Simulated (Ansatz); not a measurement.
`F[BH][GeH2][F]` + `[OH][InH2]` → `FB[O][InH2]` + `[F][GeH3]` at 700 K and 1 bar (cleavage of the B–Ge bond).

Isolated molecules relaxed with PBE0-D4/def2-TZVP in Ansatz; ΔE leaves out vibrations. CCSD(T)/CBS is the MP2 limit (def2-TZVPP, def2-QZVPP) plus CCSD(T) − MP2 in def2-TZVPP, frozen cores. def2 core potentials past Kr. For Ge, In outer-core shells are correlated without core-valence functions, which leaves a few kJ/mol of doubt a bond. Scalar relativity is left out up to krypton. One conformer a species, not always the lowest.

```json
{"species": "`F[BH][GeH2][F]`", "CCSD(T)/CBS energy (Eh)": "-2302.35660", "H − E (kJ/mol)": "147.5", "S (J/(mol·K))": "416.4"}
{"species": "`[OH][InH2]`", "CCSD(T)/CBS energy (Eh)": "-266.78179", "H − E (kJ/mol)": "108.6", "S (J/(mol·K))": "338.8"}
{"species": "`FB[O][InH2]`", "CCSD(T)/CBS energy (Eh)": "-391.48685", "H − E (kJ/mol)": "145.3", "S (J/(mol·K))": "423.4"}
{"species": "`[F][GeH3]`", "CCSD(T)/CBS energy (Eh)": "-2177.72589", "H − E (kJ/mol)": "105.3", "S (J/(mol·K))": "308.2"}
```

H − E and S are ideal-gas, rigid-rotor, harmonic terms from PBE0-D4/def2-TZVP, for one conformer and one mirror image of each species. 1 Eh = 2625.50 kJ/mol, R = 8.31446 J/(mol·K).

**Question.** By hand: ΔE, ΔH, ΔS and ΔG.

**Answer.** ΔE = (-391.48685) + (-2177.72589) − (-2302.35660) − (-266.78179) = -0.07435 Eh = -195.2 kJ/mol. Δ(H − E) = 145.3 + 105.3 − 147.5 − 108.6 = -5.5, so ΔH = -200.7 kJ/mol. ΔS = 423.4 + 308.2 − 416.4 − 338.8 = -23.6 J/(mol·K). ΔG = -200.7 − 700 × (-23.6)/1000 = -184.2 kJ/mol.

**Question.** By hand: the equilibrium constant, and the temperature at which ΔG would vanish if ΔH and ΔS stayed fixed.

**Answer.** log₁₀ K = −ΔG/(RT ln 10) = 13.7. ΔG = 0 at ΔH/ΔS = 8504 K, far beyond where these terms or the molecules hold.

ΔH outweighs TΔS. A doubt of 5 kJ/mol in ΔE shifts log₁₀ K by 0.4 here. Other conformers and mirror images would add mixing entropy, several J/(mol·K) or more a flexible species. These are equilibria of isolated gas molecules and say nothing of rates. Largest T1 diagnostic: 0.017 (customary marks: 0.02 for closed shells, 0.045 for open ones).
